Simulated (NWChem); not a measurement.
System: SiH4SeO; SMILES [SeH][SiH2]O

Here is an NWChem input.

```
start job
memory heap 200 mb stack 900 mb global 1100 mb
geometry units angstroms
  Si    -0.492878     1.118303     0.029077
  O      0.800586     2.160314     0.003290
  Se     0.108033    -1.081990    -0.079050
  H     -1.206958     1.426669     1.293554
  H     -1.387843     1.267962    -1.156856
  H      1.435390     2.036399    -0.709613
  H      0.808142    -1.045397     1.215579
end
basis spherical
  Si library sto-3g
  O library sto-3g
  Se library sto-3g
  H library sto-3g
end
dft
  xc hfexch
  iterations 150
end
driver
  maxiter 120
end
task dft optimize
task dft freq
```

NWChem printed, in part:

```
             Northwest Computational Chemistry Package (NWChem) 7.3.0
             --------------------------------------------------------

 C1  symmetry detected

                             Geometry "geometry" -> ""
                             -------------------------

 Output coordinates in angstroms (scale by  1.889725989 to convert to a.u.)

  No.       Tag          Charge          X              Y              Z
 ---- ---------------- ---------- -------------- -------------- --------------
    1 Si                  14.0000    -0.55570668     1.11470686     0.00487259
    2 O                    8.0000     0.72468749     2.17303277     0.01104313
    3 Se                  34.0000     0.07648291    -1.07928883    -0.02330560
    4 H                    1.0000    -1.32908127     1.44329126     1.22872959
    5 H                    1.0000    -1.39879912     1.22430308    -1.22271898
    6 H                    1.0000     1.39205850     2.04080775    -0.66990783
    7 H                    1.0000     0.71779649    -1.00274009     1.29972619

 Effective nuclear repulsion energy (a.u.)     244.3854781517

                                Z-matrix (autoz)
                                --------

 Units are Angstrom for bonds and degrees for angles

      Type          Name      I     J     K     L     M      Value
      ----------- --------  ----- ----- ----- ----- ----- ----------
    1 Stretch                  1     2                       1.66117
    2 Stretch                  1     3                       2.28343
    3 Stretch                  1     4                       1.48455
    4 Stretch                  1     5                       1.49325
    5 Stretch                  2     6                       0.96258
    6 Stretch                  3     7                       1.47226
    7 Bend                     1     2     6               116.37523
    8 Bend                     1     3     7                93.41411
    9 Bend                     2     1     3               113.50257
   10 Bend                     2     1     4               104.91940
   11 Bend                     2     1     5               113.04640
   12 Bend                     3     1     4               111.53491
   13 Bend                     3     1     5               102.51469
   14 Bend                     4     1     5               111.55263
   15 Torsion                  2     1     3     7          64.37067
   16 Torsion                  3     1     2     6          51.64422
   17 Torsion                  4     1     2     6         173.65676
   18 Torsion                  4     1     3     7         -53.88608
   19 Torsion                  5     1     2     6         -64.57407
   20 Torsion                  5     1     3     7        -173.36647

  xc_inp: hfexch multiplicative factor not found.

                           NWChem Geometry Optimization
                           ----------------------------

 maximum gradient threshold         (gmax) =   0.000450
 rms gradient threshold             (grms) =   0.000300
 maximum cartesian step threshold   (xmax) =   0.001800
 rms cartesian step threshold       (xrms) =   0.001200
 fixed trust radius                (trust) =   0.300000
 source of zmatrix                         =   autoz

          -------------------
          Energy Minimization
          -------------------

 Using diagonal initial Hessian
 Scaling for Hessian diagonals: bonds = 1.00  angles = 0.25  torsions = 0.10

          --------
          Step   0

                                 NWChem DFT Module
                                 -----------------

 Summary of "ao basis" -> "ao basis" (spherical)
 ------------------------------------------------------------------------------
       Tag                 Description            Shells   Functions and Types
 ---------------- ------------------------------  ------  ---------------------
 Si                          sto-3g                  5        9   3s2p
 O                           sto-3g                  3        5   2s1p
 Se                          sto-3g                  8       18   4s3p1d
 H                           sto-3g                  1        1   1s

            General Information
            -------------------
          SCF calculation type: DFT
          Wavefunction type:  closed shell.
          No. of atoms     :     7
          No. of electrons :    60
           Alpha electrons :    30
            Beta electrons :    30
          Charge           :     0
          Spin multiplicity:     1
          Use of symmetry is: off; symmetry adaption is: off
          Maximum number of iterations: 150
          AO basis - number of functions:    36
                     number of shells:    20
          Convergence on energy requested:  1.00D-06
          Convergence on density requested:  1.00D-05
          Convergence on gradient requested:  5.00D-04

              XC Information
              --------------
                     Hartree-Fock (Exact) Exchange  1.000

      Superposition of Atomic Density Guess
      -------------------------------------

 Sum of atomic energies:       -2734.60599478

      Non-variational initial energy
      ------------------------------

 Total energy =   -2734.482258
 1-e energy   =   -4319.620996
 2-e energy   =    1340.753260
 HOMO         =      -0.159457
 LUMO         =       0.309376

   convergence    iter        energy       DeltaE   RMS-Dens  Diis-err
 ---------------- ----- ----------------- --------- --------- ---------
 d= 0,ls=0.0,diis     1  -2735.2840992029 -2.98D+03  2.26D-02  3.43D-01
 d= 0,ls=0.0,diis     2  -2735.3557072321 -7.16D-02  4.48D-03  1.86D-02
 d= 0,ls=0.0,diis     3  -2735.3591084621 -3.40D-03  1.25D-03  6.95D-04
 d= 0,ls=0.0,diis     4  -2735.3593235945 -2.15D-04  2.90D-04  2.27D-05
 d= 0,ls=0.0,diis     5  -2735.3593325829 -8.99D-06  6.78D-05  1.01D-06
 d= 0,ls=0.0,diis     6  -2735.3593330448 -4.62D-07  1.82D-05  5.89D-08
 d= 0,ls=0.0,diis     7  -2735.3593330729 -2.81D-08  3.73D-06  2.41D-09

         Total DFT energy =    -2735.359333072878
      One electron energy =    -4317.124256909212
           Coulomb energy =     1454.264230185511
    Exchange-Corr. energy =     -116.884784500884
 Nuclear repulsion energy =      244.385478151707

 Numeric. integr. density =        0.000000000000

                       DFT Final Molecular Orbital Analysis
                       ------------------------------------

 Vector   28  Occ=2.000000D+00  E=-3.705932D-01
              MO Center=  6.3D-02,  1.4D+00, -1.2D-01, r^2= 3.2D+00
   Bfn.  Coefficient  Atom+Function         Bfn.  Coefficient  Atom+Function
  ----- ------------  ---------------      ----- ------------  ---------------
    14      0.608051  2 O  pz                34      0.408903  5 H  s
    12      0.397009  2 O  px                24     -0.244235  3 Se s
    33     -0.229336  4 H  s                 27      0.207747  3 Se pz
    36      0.201986  7 H  s                 11      0.168769  2 O  s
     9     -0.154209  1 Si pz                 8     -0.110507  1 Si py

 Vector   29  Occ=2.000000D+00  E=-3.123909D-01
              MO Center=  1.0D-01, -1.9D-01, -7.6D-02, r^2= 3.7D+00
   Bfn.  Coefficient  Atom+Function         Bfn.  Coefficient  Atom+Function
  ----- ------------  ---------------      ----- ------------  ---------------
    26      0.660712  3 Se py                13      0.434822  2 O  py
    24     -0.297818  3 Se s                  8     -0.279480  1 Si py
    27      0.235002  3 Se pz                22     -0.196982  3 Se py
    34     -0.163281  5 H  s                 33     -0.150661  4 H  s
    12     -0.147565  2 O  px                14     -0.122977  2 O  pz

 Vector   30  Occ=2.000000D+00  E=-2.649172D-01
              MO Center=  7.1D-02, -9.7D-01, -5.8D-03, r^2= 1.7D+00
   Bfn.  Coefficient  Atom+Function         Bfn.  Coefficient  Atom+Function
  ----- ------------  ---------------      ----- ------------  ---------------
    25      0.867218  3 Se px                27     -0.433453  3 Se pz
    26      0.267096  3 Se py                21     -0.244608  3 Se px
    13      0.145455  2 O  py                23      0.122249  3 Se pz
    33      0.111982  4 H  s                 17      0.079269  3 Se px
    22     -0.075177  3 Se py                12      0.059259  2 O  px

 Vector   31  Occ=0.000000D+00  E= 3.404100D-01
              MO Center= -1.4D-01, -9.5D-03,  1.2D-01, r^2= 2.5D+00
   Bfn.  Coefficient  Atom+Function         Bfn.  Coefficient  Atom+Function
  ----- ------------  ---------------      ----- ------------  ---------------
     6      0.754199  1 Si s                 26     -0.756647  3 Se py
     8     -0.630908  1 Si py                25      0.358796  3 Se px
    36     -0.323044  7 H  s                 27      0.293732  3 Se pz
    33     -0.289684  4 H  s                  7      0.285263  1 Si px
    13      0.274083  2 O  py                24     -0.211991  3 Se s

[...]

      ----------------------
      Optimization converged
      ----------------------

  Step       Energy      Delta E   Gmax     Grms     Xrms     Xmax
  ---- ---------------- -------- -------- -------- -------- --------
@   11   -2735.36740561 -3.8D-08  0.00001  0.00000  0.00049  0.00123
                                     ok       ok       ok       ok

                                Z-matrix (autoz)
                                --------

 Units are Angstrom for bonds and degrees for angles

      Type          Name      I     J     K     L     M      Value     Gradient
      ----------- --------  ----- ----- ----- ----- ----- ---------- ----------
    1 Stretch                  1     2                       1.67839    0.00001
    2 Stretch                  1     3                       2.26332   -0.00000
    3 Stretch                  1     4                       1.42288   -0.00000
    4 Stretch                  1     5                       1.42457   -0.00000
    5 Stretch                  2     6                       0.98488    0.00000
    6 Stretch                  3     7                       1.43665   -0.00000
    7 Bend                     1     2     6               108.36420    0.00000
    8 Bend                     1     3     7                95.71537    0.00000
    9 Bend                     2     1     3               112.10949   -0.00000
   10 Bend                     2     1     4               105.95897   -0.00001
   11 Bend                     2     1     5               111.34100   -0.00001
   12 Bend                     3     1     4               110.24714    0.00001
   13 Bend                     3     1     5               106.52235    0.00000
   14 Bend                     4     1     5               110.72848    0.00000
   15 Torsion                  2     1     3     7          68.38694    0.00000
   16 Torsion                  3     1     2     6          63.45396   -0.00000
   17 Torsion                  4     1     2     6        -176.23543    0.00000
   18 Torsion                  4     1     3     7         -49.39891    0.00000
   19 Torsion                  5     1     2     6         -55.77393   -0.00000
   20 Torsion                  5     1     3     7        -169.59211   -0.00001

                         Geometry "geometry" -> "geometry"
                         ---------------------------------

 Output coordinates in angstroms (scale by  1.889725989 to convert to a.u.)

  No.       Tag          Charge          X              Y              Z
 ---- ---------------- ---------- -------------- -------------- --------------
    1 Si                  14.0000    -0.54245822     1.10827457     0.00650392
    2 O                    8.0000     0.75343079     2.17408883     0.04783604
    3 Se                  34.0000     0.13140549    -1.05240443     0.00329788
    4 H                    1.0000    -1.31178824     1.38242014     1.17165148
    5 H                    1.0000    -1.32591116     1.29005717    -1.16931425
    6 H                    1.0000     1.27869321     2.05605375    -0.77687760
    7 H                    1.0000     0.64406645    -1.04437723     1.34534161

 Effective nuclear repulsion energy (a.u.)     246.4106277749

                Final and change from initial internal coordinates
                --------------------------------------------------

                                Z-matrix (autoz)
                                --------

 Units are Angstrom for bonds and degrees for angles

[...]

 Rotational Constants
 --------------------
 A=   0.579699 cm-1  (  0.834039 K)
 B=   0.080229 cm-1  (  0.115429 K)
 C=   0.073676 cm-1  (  0.106001 K)

 Temperature                      =   298.15K
 frequency scaling parameter      =   1.0000

 Zero-Point correction to Energy  =   30.256 kcal/mol  (  0.048216 au)
 Thermal correction to Energy     =   33.340 kcal/mol  (  0.053130 au)
 Thermal correction to Enthalpy   =   33.932 kcal/mol  (  0.054074 au)

 Total Entropy                    =   73.207 cal/mol-K
   - Translational                =   40.411 cal/mol-K (mol. weight = 126.9214)
   - Rotational                   =   25.646 cal/mol-K (symmetry #  =        1)
   - Vibrational                  =    7.151 cal/mol-K

 Cv (constant volume heat capacity) =   15.544 cal/mol-K
   - Translational                  =    2.979 cal/mol-K
   - Rotational                     =    2.979 cal/mol-K
   - Vibrational                    =    9.585 cal/mol-K

[normal modes left out]

 ----------------------------------------------------------------------------
 Normal Eigenvalue ||           Projected Infra Red Intensities
  Mode   [cm**-1]  || [atomic units] [(debye/angs)**2] [(KM/mol)] [arbitrary]
 ------ ---------- || -------------- ----------------- ---------- -----------
    1       -0.000 ||    0.000000           0.000         0.000       0.000
    2        0.000 ||    0.000071           0.002         0.069       0.015
    3        0.000 ||    0.000083           0.002         0.081       0.018
    4        0.000 ||    0.000148           0.003         0.145       0.033
    5        0.000 ||    0.000282           0.007         0.275       0.062
    6        0.000 ||    0.000011           0.000         0.011       0.003
    7      169.936 ||    0.021163           0.488        20.631       4.634
    8      233.747 ||    0.015325           0.354        14.939       3.356
    9      326.071 ||    0.107089           2.471       104.396      23.450
   10      503.130 ||    0.024634           0.568        24.015       5.394
   11      627.936 ||    0.068255           1.575        66.538      14.946
   12      845.506 ||    0.027824           0.642        27.124       6.093
   13      931.754 ||    0.006853           0.158         6.681       1.501
   14      967.819 ||    0.013255           0.306        12.922       2.902
   15     1089.996 ||    0.386678           8.921       376.953      84.672
   16     1195.469 ||    0.173660           4.006       169.293      38.027
   17     1331.692 ||    0.051681           1.192        50.382      11.317
   18     2869.839 ||    0.017550           0.405        17.109       3.843
   19     2904.833 ||    0.003192           0.074         3.112       0.699
   20     2911.541 ||    0.016807           0.388        16.385       3.680
   21     4265.354 ||    0.024465           0.564        23.850       5.357
 ----------------------------------------------------------------------------
```

Level: Hartree-Fock/STO-3G. This build's default masses of Se (78.918 u) and Br (79.917 u) are each other's, which moves their modes by up to 0.6 %.
